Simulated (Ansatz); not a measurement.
# Counterpoise correction, worked out

The pair of Ag⁺ (SMILES [Ag+], atom 1) and CH4 (SMILES C, atoms 2–6), both closed shells, in one local arrangement (a lower one may exist), relaxed at PBE0-D4/def2-TZVP:

```tsv
atom	x (Å)	y (Å)	z (Å)
Ag1	-0.0743	-0.0801	-2.0827
C2	0.0142	0.0155	0.3976
H3	-0.2249	-0.8243	1.0471
H4	-0.9247	0.2709	-0.1379
H5	0.9124	-0.2864	-0.1819
H6	0.2973	0.9045	0.9578
```

Program: Ansatz 0.2.0. Basis: def2-TZVPPD. Cores are frozen in the correlated methods. Filled d shells of the heavier atoms are correlated. Core potentials replace the inner electrons of the atoms past krypton.

CCSD(T) total energies in eV:

| system | geometry | basis functions | energy |
| --- | --- | --- | --- |
| pair | pair | all | -5087.16727 |
| Ag⁺ | as in the pair | all (partner as ghosts) | -3986.21904 |
| CH4 | as in the pair | all (partner as ghosts) | -1100.31922 |
| Ag⁺ | as in the pair | its own | -3986.13302 |
| CH4 | as in the pair | its own | -1100.31362 |
| Ag⁺ | free (PBE0-D4 minimum) | its own | -3986.13302 |
| CH4 | free (PBE0-D4 minimum) | its own | -1100.41235 |

Question: Work out the interaction energy with and without the counterpoise correction, the superposition error, and the binding energy from the relaxed fragments.

Answer: Without correction: -5087.16727 − (-3986.13302) − (-1100.31362) = -0.72063 eV.
With correction (each fragment in the whole basis): -5087.16727 − (-3986.21904) − (-1100.31922) = -0.62901 eV = -14.51 kcal/mol.
The superposition error is the difference, 0.09162 eV, 13 % of the uncorrected value: each fragment borrows its partner's functions.
Deformation from the free shapes: 0.00000 eV for Ag⁺ and 0.09873 eV for CH4.
Binding energy from relaxed fragments: -0.62901 + 0.00000 + 0.09873 = -0.53028 eV = -12.23 kcal/mol (electronic, without zero-point energy; negative means bound). For comparison, the corrected interaction energy by CCSD(T) at an estimated basis limit (MP2 extrapolated from triple and quadruple zeta, plus CCSD(T) − MP2 in triple zeta) is -0.739 eV; triple zeta with the correction binds less.

No T1 diagnostic of these runs exceeds 0.010.

For scale, one of the runs: CCSD(T)/def2-TZVPPD, 161 basis functions, launched by `ansatz run in.yaml --threads 2 --pin off --events-out ev --progress --plain --max-ram 5222MiB`. The run took 36 s on 2 CPU threads of an Arm Neoverse V2 (shared host), with 1.4 GiB of host memory at its peak.
